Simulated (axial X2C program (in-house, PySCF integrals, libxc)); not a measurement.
# Worked dissociation energy of RuH⁺: LDA, scalar-relativistic

Calculated with an in-house all-electron X2C program for linear molecules (integrals from PySCF). Spin-free means the one-electron spin-free X2C Hamiltonian. Basis: Ru dyall-cv3z [12s12p8d5f3g], H dyall-v3z [6s2p1d] (cores contracted in-house); Gaussian nuclei, density fitting, unrestricted open shells. Masses: Ru 101.904 u, H 1.008 u.

Molecular state: M_S = 2, Λ = 1 (beyond evenly filled blocks: σα, π+α, π+β, π-α, δ+α, δ-α).

```
E(Ru+) (2M_S = 3, M_L = 2) : -4525.056367 hartree
E(H) (2M_S = 1, M_L = 0)   : -0.478666 hartree
E(RuH⁺) at Re              : -4525.639962 hartree
ωe                         : 2005.2 cm⁻¹
ωexe                       : 33 cm⁻¹
```

(1) Work out De and D0.

The state is a single determinant with fixed occupations, the lowest that a limited PBE0 search found. De is counted from the lowest determinant-based energies of the atoms at the same level, without counterpoise correction. Other states lie close and PBE0, whose exact exchange favours high spin, may order them wrongly; the determinant shown need not be the ground state. The nearest other spin-free determinant of the search, M_S = 2, Λ = 2, lies 0.13 eV up at the distance of the search. Without a current term, density functionals place determinants with orbital angular momentum somewhat too high. At some level and bond length an empty orbital lies below a filled one.

LDA overbinds, often by about an eV.

Each atomic determinant is the lowest at this level and need not be a pure term. Totals compare only within one Hamiltonian and basis.

## Answers

(1) De = -4525.056367 + (-0.478666) − (-4525.639962) = 0.10493 hartree = 2.855 eV. The zero-point energy is ωe/2 − ωexe/4 = 994 cm⁻¹ = 0.123 eV, so D0 = 2.732 eV.
